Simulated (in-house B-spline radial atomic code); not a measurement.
Configurations of neutral cobalt, with energies counted from [Ar] 3d7 4s2. Method: non-relativistic Hartree-Fock with fractional occupations, spin-polarised, spherical fractional occupations, point nucleus. Calculated with an all-electron radial atomic-structure program (B-spline basis). Shells without spins written out take the highest spin.

Caution: exact exchange at fractional occupations of open shells leaves self-interaction of up to several eV.

Occupations are held fixed; configurations that lie above the ionisation limit could autoionise.

| configuration | E - E(ref) (eV) | highest orbital | its <r> (bohr) |
| --- | --- | --- | --- |
| [Ar] 3d6 4s2 5d1 | 6.3818 | 5d up | 27.59 |
| [Ar] 3d7 4s1 4f1 | 6.7924 | 4f up | 29.72 |
| [Ar] 3d(2 up, 5 down) 4s(0 up, 1 down) 5f(0 up, 1 down) | 6.9129 | 5f down | 44.98 |
| [Ar] 3d(3 up, 4 down) 4s2 | 13.241 | 4s up | 3.093 |
| [Ar] 3d(3 up, 3 down) 4s2 5s(0 up, 1 down) | 30.821 | 5s down | 8.285 |
| [Ne] 3s2 3p5 3d7 4s2 5p1 | 80.088 | 5p up | 13.14 |
| [Ne] 3s2 3p5 3d7 4s2 5f1 | 80.962 | 5f up | 44.98 |

(1) Order these further configurations by energy, lowest first.
A. [Ar] 3d7 4s1 5s1
B. [Ne] 3s2 3p5 3d7 4s2 4f1
C. [Ar] 3d6 4s2 4d1
D. [Ne] 3s2 3p(3 up, 2 down) 3d(2 up, 5 down) 4s2 5p(0 up, 1 down)
E. [Ar] 3d(4 up, 2 down) 4s2 5d(0 up, 1 down)

(2) How far above the reference does [Ne] 3s2 3p5 3d7 4s2 4d1 lie?

(3) How far above the reference does [Ar] 3d6 4s2 5p1 lie?

(4) How far above the reference does [Ar] 3d7 4s1 4d1 lie?

## Answers

(1) A (4.7136 eV), C (6.0722 eV), E (26.2 eV), B (80.841 eV), D (90.516 eV).

(2) 80.446 eV; its least bound orbital is 4d up with <r> = 15.6 bohr.

(3) 5.7154 eV; its least bound orbital is 5p up with <r> = 13.17 bohr.

(4) 6.4002 eV; its least bound orbital is 4d up with <r> = 15.66 bohr.
